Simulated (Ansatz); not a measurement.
PBE exchange is replaced step by step with exact exchange (0 % is PBE, 25 % PBE0; no dispersion term), basis def2-TZVPD, Ansatz. System: [TaO2Cl2]- (TaCl2O2⁻). Total charge -1; singlet. Geometry: PBE-D4/def2-SVPD.

Geometry of the singlet:

```xyz
5

Ta   -0.1010    0.0026    0.0037
O    -1.1190   -0.2965    1.4243
O    -1.2022    0.3575   -1.3400
Cl    1.1426   -2.0013   -0.5079
Cl    1.2797    1.9377    0.4199
```

In the def2 sets Ta takes a core potential; there is no spin–orbit coupling.

| exact exchange (%) | HOMO (eV) | LUMO (eV) | gap (eV) |
| --- | --- | --- | --- |
| 5 | -2.20 | 2.27 | 4.47 |
| 10 | -2.50 | 2.42 | 4.92 |
| 15 | -2.80 | 2.58 | 5.38 |
| 25 | -3.41 | 2.89 | 6.30 |
| 35 | -4.02 | 3.20 | 7.22 |
| 50 | -4.95 | 3.51 | 8.47 |

(1) Fit a straight line to the column «gap (eV)» against the share of exact exchange and predict its value at 0 %.

Answers

(1) With x = exact exchange (%) and y = gap (eV): mean x = 23.33, mean y = 6.127; Σ(x − x̄)(y − ȳ) = 128.2, Σ(x − x̄)² = 1433; slope b = 0.08946, intercept a = ȳ − b·x̄ = 4.04. The residuals of the fitted rows reach 0.05. At x = 0 the line gives 4.04 + (0.08946 × 0) = 4.04; the run gave 4.02, 0.02 less than the line.
